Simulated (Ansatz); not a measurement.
Species: GeN₂H₅, charge 0, doublet. GeN2H5 (SMILES [NH][GeH2][NH2], doublet).
B3LYP-D3(BJ)/def2-TZVP minimum from Ansatz (a first-principles code):
```
Ge
N 1 1.8389
H 2 1.0119 1 114.07
H 2 1.0119 3 108.40 1 128.28
H 1 1.5413 2 107.46 3 -56.63
H 1 1.5413 5 112.59 2 118.14
N 1 1.8843 5 108.83 6 120.75
H 7 1.0278 1 109.04 5 -61.52
```
Charge 0, spin multiplicity 2.

Total energies in hartree (Ansatz). UHF or UKS for unpaired electrons; spin-orbit terms are left out. Correlated methods leave the cores frozen (noble-gas shells, and filled d and f shells in the p block). No relativity. Where a partner has so few electrons that a lower coupled-cluster level is exact, that level stands in.

```tsv
species	HF/cc-pVTZ	CCSD(T)/cc-pVTZ	HF/cc-pVQZ	CCSD(T)/cc-pVQZ	CCSD(T)/cc-pVDZ	CCSDT(Q)/cc-pVDZ
1: GeN2H5 (SMILES [NH][GeH2][NH2], doublet)	-2187.23200	-2187.79954	-2187.24502	-2187.84589	-2187.57546	-2187.57752
2: Ge (triplet)	-2075.36107	-2075.42794	-2075.36359	-2075.43284	-2075.34866	-2075.34895
3: N (quartet)	-54.40069	-54.51471	-54.40372	-54.52482	-54.47850	-54.47866
4: H (doublet)	-0.49981	-0.49981	-0.49995	-0.49995	-0.49928	-0.49928
```

**Question.** Work out the atomisation energy (electronic, to ground-state atoms) in kcal/mol: take Hartree-Fock from cc-pVQZ, extrapolate the CCSD(T) correlation energy as X^-3 (X = 3, 4), and add CCSDT(Q) - CCSD(T) in cc-pVDZ. 1 hartree = 627.51 kcal/mol.

**Answer.** 
Species 1: correlation (64·(-0.60087) - 27·(-0.56754))/37 = -0.62519; step -0.00206; E1 = -2187.24502 + (-0.62519) + (-0.00206) = -2187.87227
Species 2: correlation (64·(-0.06925) - 27·(-0.06687))/37 = -0.07099; step -0.00029; E2 = -2075.36359 + (-0.07099) + (-0.00029) = -2075.43487
Species 3: correlation (64·(-0.12110) - 27·(-0.11402))/37 = -0.12627; step -0.00016; E3 = -54.40372 + (-0.12627) + (-0.00016) = -54.53015
Species 4: correlation (64·(0.00000) - 27·(0.00000))/37 = 0.00000; step +0.00000; E4 = -0.49995 + (0.00000) + (+0.00000) = -0.49995
-1·E1 +1·E2 +2·E3 +5·E4 = 0.87735 hartree = 550.5 kcal/mol.
